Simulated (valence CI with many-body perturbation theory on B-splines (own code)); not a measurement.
# Which ion has this spectrum?

A relativistic CI+MBPT calculation for an atom or ion with 7 electrons gives these levels (× 10³ cm⁻¹):

| J | Parity | E | g |
| --- | --- | --- | --- |
| 3/2 | odd | 0.00 | 1.32 |
| 3/2 | odd | 9226.9 | 1.44 |
| 5/2 | odd | 9412.0 | 1.16 |
| 1/2 | odd | 9808.0 | 0.62 |
| 5/2 | even | 11845 | 1.45 |
| 1/2 | even | 12654 | 2.00 |
| 3/2 | even | 12664 | 1.17 |
| 3/2 | odd | 19054 | 1.29 |
| 3/2 | even | 21284 | 1.58 |
| 5/2 | even | 21608 | 1.28 |
| 1/2 | even | 22096 | 1.35 |
| 3/2 | even | 22166 | 1.01 |
| 3/2 | odd | 25055 | 1.30 |
| 1/2 | even | 31467 | 1.87 |

The energies are calculated, and their last digits are not significant.

Q: Which is it?
A. Ta66+
B. Yb63+
C. Er61+
D. Lu64+

A: D. Lu64+, ground level (2s^2 2p1/2^2 2p3/2) J=3/2.
